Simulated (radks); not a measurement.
Effect of the nuclear size on the potassium ion K3+, [Ne] 3s2 3p4. Calculated with a radial shooting solver on a logarithmic mesh with Libxc functionals: Dirac Kohn-Sham, exchange-only LDA, spin-unpolarised, spherical densities, finite nucleus; open shells fill j = l - 1/2 first; Fermi nuclear charge, rms radius 3.4349 fm. The rms radius is varied about that value; shifts are against it.

rms radius (fm)	total energy shift (eV)	density at nucleus (e/bohr^3)	1s1/2 shift (meV)	2s1/2 shift (meV)
3.0639	-0.00479	5173	-2.02	-0.156
3.2425	-0.00255	5166	-1.08	-0.083
3.4349	0	5159	0.000	0.000
3.5998	0.00230	5153	0.970	0.075
4.0669	0.00939	5139	3.96	0.305

Slopes of the eigenvalues against <r^2> in GHz/fm^2, as finite differences over the two radii next to the reference (eigenvalue slopes, not the field-shift constants of lines): 1s1/2 202, 2s1/2 15.6.
